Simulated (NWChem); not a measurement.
System meant: C₄H₇Cl; SMILES CC1(Cl)CC1

Input file for NWChem:

```
start job
memory heap 200 mb stack 900 mb global 1100 mb
geometry units angstroms noautoz
  C      1.645518     0.485722     0.000000
  C      0.161870     0.250154     0.000000
  Cl    -0.242620    -1.482618     0.000000
  C     -0.767794     1.147189    -0.753343
  C     -0.767794     1.147189     0.753343
  H      2.111632     0.041292    -0.892207
  H      1.856914     1.565894     0.000000
  H      2.111632     0.041292     0.892207
  H     -1.616370     0.682464    -1.260597
  H     -0.329083     1.999477    -1.281130
  H     -1.616370     0.682464     1.260597
  H     -0.329083     1.999477     1.281130
end
basis spherical
  * library def2-svp
end
dft
  xc pbe0
  iterations 4
  mulliken
end
task dft energy
```

End of the output:

```
    Atom       Charge   Shell Charges
 -----------   ------   -------------------------------------------------------
    1 C    6     6.06   1.96  0.58  0.30  1.90  1.25  0.07
    2 C    6     6.13   1.96  0.61  0.30  1.91  1.20  0.14
    3 Cl  17    16.95   2.00  1.96  1.04  0.79  5.82  2.27  3.04  0.04
    4 C    6     6.05   1.96  0.57  0.30  1.92  1.20  0.09
    5 C    6     6.05   1.96  0.57  0.30  1.92  1.20  0.09
    6 H    1     0.96   0.64  0.26  0.07
    7 H    1     0.97   0.64  0.26  0.07
    8 H    1     0.96   0.64  0.26  0.07
    9 H    1     0.96   0.63  0.26  0.07
   10 H    1     0.97   0.63  0.26  0.07
   11 H    1     0.96   0.63  0.26  0.07
   12 H    1     0.97   0.63  0.26  0.07

 center of mass
 --------------
 x =  -0.04882647 y =  -0.17693729 z =  -0.00000000

 moments of inertia (a.u.)
 ------------------
         515.900772008784           0.000000000000          -0.000000000000
           0.000000000000         316.344077006093           0.000000000000
          -0.000000000000           0.000000000000         677.000010979656

     Multipole analysis of the density
     ---------------------------------

     L   x y z        total         alpha         beta         nuclear
     -   - - -        -----         -----         ----         -------
     0   0 0 0      0.000000    -24.000000    -24.000000     48.000000

     1   1 0 0      0.155195      0.077597      0.077597      0.000000
     1   0 1 0      0.709098      0.354549      0.354549     -0.000000
     1   0 0 1      0.000000      0.000000      0.000000      0.000000

     2   2 0 0    -27.283397    -89.143277    -89.143277    151.003157
     2   1 1 0      0.521729      0.612021      0.612021     -0.702313
     2   1 0 1      0.000000      0.000000      0.000000      0.000000
     2   0 2 0    -28.548065   -132.715875   -132.715875    236.883685
     2   0 1 1      0.000000      0.000000      0.000000      0.000000
     2   0 0 2    -28.138681    -40.608013    -40.608013     53.077345

 ------------------------------------------------------------------------
 dft energy failed                                                                                  0
 ------------------------------------------------------------------------
 ------------------------------------------------------------------------
  current input line :
    25: task dft energy
 ------------------------------------------------------------------------
 ------------------------------------------------------------------------
 This type of error is most commonly associated with calculations not reaching convergence criteria
 ------------------------------------------------------------------------
 For more information see the NWChem manual at https://nwchemgit.github.io

0:dft energy failed:Received an Error in Communication
```

Problem. Can this run be used? If not, why, and what is the fix?

Solution. The run did not converge; its last values are not results. Cause: the SCF was allowed too few iterations. This input runs:
```
start job
memory heap 200 mb stack 900 mb global 1100 mb
geometry units angstroms noautoz
  C      1.645518     0.485722     0.000000
  C      0.161870     0.250154     0.000000
  Cl    -0.242620    -1.482618     0.000000
  C     -0.767794     1.147189    -0.753343
  C     -0.767794     1.147189     0.753343
  H      2.111632     0.041292    -0.892207
  H      1.856914     1.565894     0.000000
  H      2.111632     0.041292     0.892207
  H     -1.616370     0.682464    -1.260597
  H     -0.329083     1.999477    -1.281130
  H     -1.616370     0.682464     1.260597
  H     -0.329083     1.999477     1.281130
end
basis spherical
  * library def2-svp
end
dft
  xc pbe0
  iterations 150
  mulliken
end
task dft energy
```
It converges to -616.21459 Ha (PBE0/def2-SVP).
